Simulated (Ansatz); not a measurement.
`CBCC[SiH3]` + `O[Si]1(Cl)CO1` → `[SiH3]O[Si]1(Cl)CO1` + `CBCC`  (ligand exchange at the Si–C bond)

Gas-phase electronic energies from Ansatz, PBE0-D4/def2-TZVP geometries. CBS: MP2 limit from def2 TZ/QZ plus the TZ coupled-cluster correction, frozen cores. Functionals use def2-TZVPP. One conformer a species, not always the lowest.

| level | ΔE (kJ/mol) |
| --- | --- |
| ωB97M-V | -110.3 |
| B2PLYP | -115.8 |
| PBE0 | -103.6 |
| HF/def2-TZVPP | -137.1 |
| CCSD/def2-TZVPP | -114.1 |
| HF/def2-QZVPP | -139.2 |
| MP2/def2-QZVPP | -111.1 |
| CCSD/CBS(def2) | -115.4 |

Problem. What does CCSD(T)/CBS give? (Estimate.)

Solution. Computed: -111.2 kJ/mol. The listed levels differ from it by 0.9, -4.6, 7.6, -25.9, -2.9, -28.0, 0.1, -4.2 kJ/mol.

Largest T1 diagnostic among the species: 0.012.

In def2-TZVPP, CCSD(T) changes the Hartree–Fock value by +27.1 kJ/mol (the triples alone add +4.2 kJ/mol) and MP2 by +27.4 kJ/mol. From PBE to PBE0 (25 % exact exchange), in def2-TZVPP and without D4, ΔE moves by −6.2 kJ/mol.

CCSD(T)/CBS has its own doubt, a few kJ/mol and more with outer-core shells, so smaller differences from it don't rank the levels.
